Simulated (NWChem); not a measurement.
A series in which one site is exchanged, each optimised at PBE0/def2-SVP with NWChem, gas phase unless a solvent is named. All stand in one matching conformer (torsions within 35°), which need not be the lowest. Some are not confirmed as minima by frequencies. def2 effective core potentials on Te; no spin-orbit coupling.

A: [F][Zn][O][SiH3] (ZnSiH₃OF; site = Zn)
B: O([SiH3])[Te]F (SiH3TeOF; site = Te)
C: [F][Be][O][SiH3] (BeSiH3OF; site = Be)

### Question
Rank them by orbital gap (eV), PBE0/def2-SVP, lowest first.

### Answer
B (4.11), A (6.93), C (8.63)
